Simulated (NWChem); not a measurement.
**Correlation energy of F2Si**

```
Si
F 1 1.6269
F 1 1.6269 2 100.02
```
Charge 0, spin multiplicity 1.

All runs are NWChem calculations. All single points use one geometry, from PBE0/def2-SVP, a minimum by its harmonic frequencies.

Basis set: cc-pVDZ. Each correlation energy counts from its own Hartree-Fock reference.

```
method        correlation energy (mHa)  difference from CCSD(T)
------------  ------------------------  -----------------------
RI-MP2                          -454.2                    +21.3
MP2                             -454.1                    +21.4
SCS-MP2                         -439.8                    +35.7
CR-CCSD[T]                      -474.9                     +0.6
CR-CCSD(T)                      -473.8                     +1.7
CCSD                            -466.6                     +8.9
CCSD+T(CCSD)                    -477.0                     -1.5
CCSD(T)                         -475.5                      0.0
```

The values span 37.2 mHa, from CCSD+T(CCSD) (lowest) to SCS-MP2 (highest). 

The correlated methods keep 7 core orbitals frozen. The structure started from a generated list of species. Differences from the coupled-cluster row are differences between methods, not errors against experiment.
